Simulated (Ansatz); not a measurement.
```yaml
crystal:
  periodic: [false, false, false]
  atoms:
    - {symbol: Ga, position_ang: [0.032614, 0.054920, -0.000163]}
    - {symbol: Cl, position_ang: [2.161291, 0.069710, 0.011729]}
    - {symbol: Cl, position_ang: [-0.973453, 1.930855, -0.017838]}
    - {symbol: I, position_ang: [-1.220442, -2.055486, 0.006272]}
basis:
  gaussian: {orbitals: def2-mTZVP}
hamiltonian: {xc: {name: PBE}, dispersion: d4}
accuracy: high
```

```sh
$ ansatz run in.yaml --threads 4 --pin off --events-out ev --progress --plain --max-ram 3916MiB
```

It prints (some lines left out):

```
Functional definition: PBE
2042 factors; integrals over basis functions are off by at most 4.2e-9 eV
mean field evaluation 1: about -85506.3530 eV, gradient 3.8e1 eV
mean field evaluation 2: about -85501.4072 eV, gradient 7.1e1 eV
mean field evaluation 4: about -85508.3425 eV, gradient 2.1e0 eV
mean field evaluation 8: about -85508.3538 eV, gradient 5.5e-2 eV
mean field evaluation 16: about -85508.3538 eV, gradient 7.1e-6 eV
mean field -85508.35381407 eV, -3142.3740430230 hartree, gradient 2.9e-8 eV, S^2 0.000000; 0 other end points of the search recorded, 0 dependent functions left out
reference -85508.35381693 eV, -3142.3740431283 hartree; 45, 45 occupied and 71, 71 virtual orbitals, 2042 factors
Total energy: -85508.52879762 eV, -3142.3804735498 hartree
```

It took 3.5 s on 4 threads of Arm Neoverse V1 on a shared host.

In the def2 sets I takes a core potential; there is no spin–orbit coupling.
